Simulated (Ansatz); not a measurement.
Geometry optimisation, RKS LDA/def2-SVP (Ansatz).

Input:

```yaml
crystal:
  periodic: [false, false, false]
  atoms:
    - { symbol: Sn, position_ang: [-0.669808, -0.101724, -0.556986] }
    - { symbol: H, position_ang: [-0.096279, 0.383915, 2.289337] }
    - { symbol: Cl, position_ang: [1.48631, -0.011604, 0.346193] }
    - { symbol: Cl, position_ang: [-0.793476, 1.668818, -2.072635] }
    - { symbol: Cl, position_ang: [-0.712173, -2.065982, -1.820304] }
    - { symbol: Si, position_ang: [-2.617518, -0.089277, 1.027458] }
    - { symbol: H, position_ang: [-3.802795, -0.374367, 0.148108] }
    - { symbol: H, position_ang: [-2.447465, -1.168312, 2.053001] }
    - { symbol: H, position_ang: [-2.72205, 1.274199, 1.639207] }
    - { symbol: H, position_ang: [-0.661347, 0.484334, 2.741221] }
basis:
  gaussian: { orbitals: def2-SVP }
hamiltonian:
  xc: lda
relax:
  f_tol: 0.03
  max_steps: 50
```

Launched with:

```bash
$ ansatz run input.yaml --threads 4 --pin off --max-ram 5120MiB --backend cpu --events-out ev --progress --plain --runs-dir out
```

**Question.** Where does it end, and by what steps?

**Answer.** The forces met the threshold. After 4 steps the energy has fallen by 0.093 eV; H10 moved furthest, 0.33 Å.

| step | energy less start (eV) | largest force component (eV/Å) | accepted |
| --- | --- | --- | --- |
| 0 | 0.0000 | 1.658 | yes |
| 1 | -0.0864 | 0.124 | yes |
| 2 | -0.0899 | 0.081 | yes |
| 3 | -0.0916 | 0.118 | yes |
| 4 | -0.0933 | 0.023 | yes |

```xyz
10
Properties=species:S:1:pos:R:3
Sn -0.708 -0.128 -0.658
H -0.005 0.410 2.483
Cl 1.411 0.016 0.325
Cl -0.805 1.631 -2.190
Cl -0.678 -2.097 -1.913
Si -2.666 -0.090 0.977
H -3.879 -0.354 0.131
H -2.448 -1.181 1.982
H -2.721 1.270 1.607
H -0.538 0.523 3.050
```

Whether the end is a true minimum wasn't checked by a vibrational analysis.

Time of the run: 6.2 s on 4 threads of Arm Neoverse V1, with other jobs on the host, peak memory 0.19 GiB.
